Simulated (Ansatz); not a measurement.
Two members of one family (Series SbH2X), computed with Ansatz in the gas phase; def2 core potentials for Sb, no spin–orbit coupling. The two geometries come from different levels. A negative affinity means that the extra electron isn't bound at that geometry and level; within about 0.2 eV of zero the sign isn't settled. Binding counts from free atoms in the multiplicity of their measured ground term, without zero-point energy. A dash marks a value that wasn't run or was left out as unsound. The structures are stationary points that may keep the symmetry of their start. Remarks come from the PBE and PBE0 runs and from stability tests at other levels; not every state was tested. A HOMO above zero means that the electron is unbound at that level and held by the basis, or that self-interaction error raises the level; the energy of removing that electron tells which.

First: SbH2(OMe) (singlet, charge 0, PBE0-D4/def2-TZVP geometry).

Cartesian coordinates in Å:
```
Sb -1.670 0.215 0.284
H -2.079 1.870 0.163
H -1.854 0.015 -1.417
O 0.258 0.630 0.236
C 1.139 -0.463 0.192
H 0.950 -1.198 0.987
H 2.155 -0.080 0.326
H 1.100 -0.989 -0.772
```

```tsv
level	HOMO (eV)	LUMO (eV)	gap (eV)	vertical EA (eV)	binding per atom (eV)
PBE-D4/def2-SVP	-5.55	-1.65	3.90	–	3.26
PBE-D4/def2-TZVPD	-5.85	-1.96	3.89	-0.32	3.27
PBE0-D4/def2-SVP	-6.91	-0.85	6.07	–	3.17
PBE0-D4/def2-TZVP	-7.08	-1.09	5.99	–	3.19
PBE0-D4/def2-TZVPD	-7.12	-1.17	5.95	-0.38	3.19
```

Remarks: HOMO above zero (-1 doublet).

Second: SbH2Et (singlet, charge 0, PBE0-D4/def2-SVP geometry).

```
atom   x (Å)   y (Å)   z (Å)
 Sb1  -1.117  -0.157  -1.553
  H2  -2.339   1.035  -1.346
  H3  -0.039   1.010  -2.210
  C4  -0.336   0.082   0.481
  C5   1.030  -0.560   0.655
  H6  -1.080  -0.379   1.150
  H7  -0.312   1.156   0.708
  H8   1.388  -0.461   1.693
  H9   1.016  -1.635   0.417
 H10   1.787  -0.091   0.005
```

Question: Estimate how these quantities change from the first to the second (second minus first).

Answer: 
```csv
level,Δ HOMO (eV),Δ LUMO (eV),Δ gap (eV),Δ vertical EA (eV),Δ binding per atom (eV)
PBE-D4/def2-SVP,-0.29,0.91,1.19,–,0.20
PBE-D4/def2-TZVPD,-0.09,0.83,0.92,-0.43,0.18
PBE0-D4/def2-SVP,0.04,0.87,0.82,–,0.25
PBE0-D4/def2-TZVP,0.14,0.84,0.70,–,0.22
PBE0-D4/def2-TZVPD,0.17,0.74,0.57,-0.49,0.22
```

Remarks: HOMO above zero (-1 doublet).
